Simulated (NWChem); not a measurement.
All runs are NWChem calculations. System: CF₂, charge 0, spin multiplicity 1, at a geometry optimised with B3LYP/def2-SVP. The structure started from a generated list of species. Level: CR-CCSD(T)/def2-TZVP, 3 core orbitals frozen.

Job file:

```
start mol
memory heap 100 mb stack 700 mb global 1900 mb
geometry units angstroms nocenter noautoz
  F      1.029081     0.000000    -0.198010
  C      0.000000     0.000000     0.594031
  F     -1.029081     0.000000    -0.198010
  symmetry group C2v
end
basis spherical
  * library def2-tzvp
end
scf
  rhf
  nopen 0
  maxiter 100
  thresh 1e-7
  semidirect memsize 60000000 filesize 0
end
tce
  freeze core 3
  cr-ccsd(t)
  2eorb
  2emet 13
  thresh 1e-6
  maxiter 100
  tilesize 24
end
task tce energy
```

Output (cleaned and shortened):

```
             Northwest Computational Chemistry Package (NWChem) 7.3.0
             --------------------------------------------------------

                                NWChem Input Module
                                -------------------

 Scaling coordinates for geometry "geometry" by  1.889725989
 (inverse scale =  0.529177249)

 Turning off AUTOSYM since
 SYMMETRY directive was detected!

                             Geometry "geometry" -> ""
                             -------------------------

 Output coordinates in angstroms (scale by  1.889725989 to convert to a.u.)

  No.       Tag          Charge          X              Y              Z
 ---- ---------------- ---------- -------------- -------------- --------------
    1 F                    9.0000     1.02908100     0.00000000    -0.19801000
    2 C                    6.0000     0.00000000     0.00000000     0.59403100
    3 F                    9.0000    -1.02908100     0.00000000    -0.19801000

 Effective nuclear repulsion energy (a.u.)      64.8361796702

            Nuclear Dipole moment (a.u.)
            ----------------------------
        X                 Y               Z
 ---------------- ---------------- ----------------
     0.0000000000     0.0000000000     0.0000113384

      Symmetry information
      --------------------

 Group name             C2v
 Group number             16
 Group order               4
 No. of unique centers     2

      Symmetry unique atoms

     1    2


 Summary of "ao basis" -> "" (spherical)
 ------------------------------------------------------------------------------
       Tag                 Description            Shells   Functions and Types
 ---------------- ------------------------------  ------  ---------------------
 *                         def2-tzvp                  on all atoms

 Summary of "ao basis" -> "ao basis" (spherical)
 ------------------------------------------------------------------------------
       Tag                 Description            Shells   Functions and Types
 ---------------- ------------------------------  ------  ---------------------
 F                         def2-tzvp                11       31   5s3p2d1f
 C                         def2-tzvp                11       31   5s3p2d1f

                                 NWChem SCF Module
                                 -----------------

  ao basis        = "ao basis"
  functions       =    93
  atoms           =     3
  closed shells   =    12
  open shells     =     0
  charge          =   0.00
  wavefunction    = RHF
  use symmetry    = T
  symmetry adapt  = T

 Summary of "ao basis" -> "ao basis" (spherical)
 ------------------------------------------------------------------------------
       Tag                 Description            Shells   Functions and Types
 ---------------- ------------------------------  ------  ---------------------
 F                         def2-tzvp                11       31   5s3p2d1f
 C                         def2-tzvp                11       31   5s3p2d1f

      Symmetry analysis of basis
      --------------------------

        a1         35
        a2         13
        b1         28
        b2         17

 Forming initial guess at       0.0s

      Superposition of Atomic Density Guess
      -------------------------------------

 Sum of atomic energies:        -236.50748494

      Non-variational initial energy
      ------------------------------

 Total energy =    -237.068728
 1-e energy   =    -457.676960
[...]
 Vector   15  Occ=0.000000D+00  E= 2.316017D-01  Symmetry=b1
              MO Center= -3.2D-15,  4.0D-16,  9.2D-01, r^2= 4.5D+00
   Bfn.  Coefficient  Atom+Function         Bfn.  Coefficient  Atom+Function
  ----- ------------  ---------------      ----- ------------  ---------------
    43      1.684931  2 C  px                 5     -1.193302  1 F  s
    67      1.193302  3 F  s                 40      0.465932  2 C  px
    14     -0.382467  1 F  pz                76      0.382467  3 F  pz
    54      0.258540  2 C  d  1              12      0.183715  1 F  px
    74      0.183715  3 F  px

 center of mass
 --------------
 x =   0.00000000 y =   0.00000000 z =  -0.01494394

 moments of inertia (a.u.)
 ------------------
          20.430502982950           0.000000000000           0.000000000000
           0.000000000000         164.126216824584           0.000000000000
           0.000000000000           0.000000000000         143.695713841634

  Mulliken analysis of the total density
  --------------------------------------

    Atom       Charge   Shell Charges
 -----------   ------   -------------------------------------------------------
    1 F    9     9.18   0.77  1.20  0.60  1.02  0.31  2.24  2.27  0.75  0.00  0.02  0.00
    2 C    6     5.65   0.86  1.12  0.63  0.81  0.33  0.87  0.72  0.10  0.05  0.13  0.03
    3 F    9     9.18   0.77  1.20  0.60  1.02  0.31  2.24  2.27  0.75  0.00  0.02  0.00

       Multipole analysis of the density wrt the origin
       ------------------------------------------------

     L   x y z        total         open         nuclear
     -   - - -        -----         ----         -------
     0   0 0 0     -0.000000      0.000000     24.000000

     1   1 0 0     -0.000000      0.000000      0.000000
     1   0 1 0      0.000000      0.000000      0.000000
     1   0 0 1     -0.139638      0.000000      0.000011

     2   2 0 0    -12.093400      0.000000     68.072123
     2   1 1 0     -0.000000      0.000000      0.000000
     2   1 0 1     -0.000000      0.000000      0.000000
     2   0 2 0    -10.430493      0.000000      0.000000
     2   0 1 1      0.000000      0.000000      0.000000
     2   0 0 2    -12.762179      0.000000     10.081044

                   NWChem Extensible Many-Electron Theory Module
                   ---------------------------------------------


            General Information
            -------------------
      Number of processors :     1
         Wavefunction type : Restricted Hartree-Fock
          No. of electrons :    24
           Alpha electrons :    12
            Beta electrons :    12
           No. of orbitals :   186
            Alpha orbitals :    93
             Beta orbitals :    93
        Alpha frozen cores :     3
         Beta frozen cores :     3
     Alpha frozen virtuals :     0
      Beta frozen virtuals :     0
         Spin multiplicity : singlet
    Number of AO functions :    93
       Number of AO shells :    33
        Use of symmetry is : on
      Symmetry adaption is : on
         Schwarz screening : 0.10D-09

          Correlation Information
          -----------------------
          Calculation type : Coupled-cluster singles & doubles w/ perturbation
   Perturbative correction : Completely renormalized (T)
            Max iterations :      100
        Residual threshold : 0.10D-05
     T(0) DIIS level shift : 0.00D+00
     L(0) DIIS level shift : 0.00D+00
     T(1) DIIS level shift : 0.00D+00
     L(1) DIIS level shift : 0.00D+00
     T(R) DIIS level shift : 0.00D+00
     T(I) DIIS level shift : 0.00D+00
   CC-T/L Amplitude update :  5-th order DIIS
                I/O scheme : Global Array Library
        L-threshold :  0.10D-05
        EOM-threshold :  0.10D-05
 no EOMCCSD initial starts read in
 TCE RESTART OPTIONS
 SLICE:      F
 D4D5:       F
 quantumc:   F
 qrotation:  F
 pwtce:      F
 qducc:      F
 nacto:                         0
 nrotv:                         0
 nrot:                          0

            Memory Information
            ------------------
          Available GA space size is     249028151 doubles
          Available MA space size is     104854020 doubles

 Maximum block size supplied by input
 Maximum block size        24 doubles

 tile_dim =     24

 -------------------------------------------------

 Global array virtual files algorithm will be used

 Parallel file system coherency ......... OK

 4-electron integrals stored in orbital form

 v2    file size   =          3773467
 4-index algorithm nr.  13 is used
 imaxsize =       30
 imaxsize ichop =        0


CCSD iterations
 ---------------------------------------------------------
 Iter          Residuum       Correlation     Cpu    Wall
 ---------------------------------------------------------
    1   0.2152213186951  -0.6287979937139     0.4     0.4
    2   0.0499383609021  -0.6255982740266     0.4     0.4
    3   0.0178623841819  -0.6362234554599     0.4     0.4
    4   0.0093760344020  -0.6366532583537     0.4     0.4
    5   0.0044640460334  -0.6378005203594     0.4     0.4
    6   0.0020316054637  -0.6381679149290     0.4     0.4
    7   0.0009690741085  -0.6382566659732     0.4     0.4
    8   0.0005488420153  -0.6382689562588     0.4     0.4
    9   0.0003259883784  -0.6382741372153     0.4     0.4
   10   0.0001937513154  -0.6382853052357     0.4     0.4
   11   0.0000263551273  -0.6382973998813     0.4     0.4
   12   0.0000100783091  -0.6382973629213     0.4     0.4
   13   0.0000050668078  -0.6382983888320     0.4     0.4
   14   0.0000027583493  -0.6382983765400     0.4     0.4
   15   0.0000016871464  -0.6382984978396     0.4     0.4
   16   0.0000005456188  -0.6382985279155     0.4     0.4
 -----------------------------------------------------------------
 Iterations converged
 CCSD correlation energy / hartree =        -0.638298527915491
 CCSD total energy / hartree       =      -237.406494175535954

 Singles contributions

 Doubles contributions
 CR-CCSD(T)

 CR-CCSD[T]  correction energy / hartree =        -0.019327581171899
 CR-CCSD[T] correlation energy / hartree =        -0.657626109087390
 CR-CCSD[T] total energy / hartree       =      -237.425821756707847
 CR-CCSD(T)  correction energy / hartree =        -0.017780663729246
 CR-CCSD(T) correlation energy / hartree =        -0.656079191644737
 CR-CCSD(T) total energy / hartree       =      -237.424274839265195

 Task  times  cpu:       24.6s     wall:       24.6s

 Total times  cpu:       24.6s     wall:       24.6s
```
